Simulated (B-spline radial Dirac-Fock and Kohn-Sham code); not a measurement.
# Satellites and hypersatellites of the K lines of Eu¹¹⁺

System: the Eu¹¹⁺ ion in the configuration [Kr] 4d10 4f4 5s2.

The run's input, task.json:

```json
{"items": [{
  "Z": 63,
  "q": 11,
  "cfg": [[1, 0, 2], [2, 0, 2], [2, 1, 6], [3, 0, 2], [3, 1, 6], [3, 2, 10], [4, 0, 2], [4, 1, 6], [4, 2, 10], [4, 3, 4], [5, 0, 2]],
  "A": 153,
  "rrms": 5.1115,
  "do": ["binding", "quiet", "double"]
}]}
```

Launch: `python xray_run.py task.json out`

These are calculated numbers from an atomic code on a B-spline grid; the model is Dirac-Fock (average of configuration) total-energy differences with a finite nucleus, the Breit interaction including its frequency dependence, and self-energy and vacuum-polarisation corrections. Each two-hole energy is an average over J within one jj subconfiguration, not an observable level; in light atoms, where LS coupling holds, the j-resolved values are not observed lines, and for a K spectator the Kα1 hypersatellite is nearly forbidden. No correlation.

Lines without a spectator: Kα2 (K-L2) 40900.4 eV, Kα1 (K-L3) 41540.8 eV, Kβ3 (K-M2) 46901.0 eV, Kβ1 (K-M3) 47033.8 eV. Shifts in eV with one spectator hole (a dash: not computed, or left out as unreliable):

| spectator hole | Kα2 | Kα1 | Kβ3 | Kβ1 |
| --- | --- | --- | --- | --- |
| K (1s) | +779.1 | +820.3 | +1002.8 | +1012.2 |
| L2 (2p1/2) | +93.3 | +121.5 | – | +244.1 |
| L3 (2p3/2) | +80.3 | +84.1 | +199.8 | – |
| M2 (3p1/2) | – | +17.27 | +36.2 | +43.1 |
| M3 (3p3/2) | +10.99 | – | +33.8 | +33.7 |
| M4 (3d3/2) | +3.32 | 0.00 | – | – |
| M5 (3d5/2) | -1.12 | +1.89 | – | – |
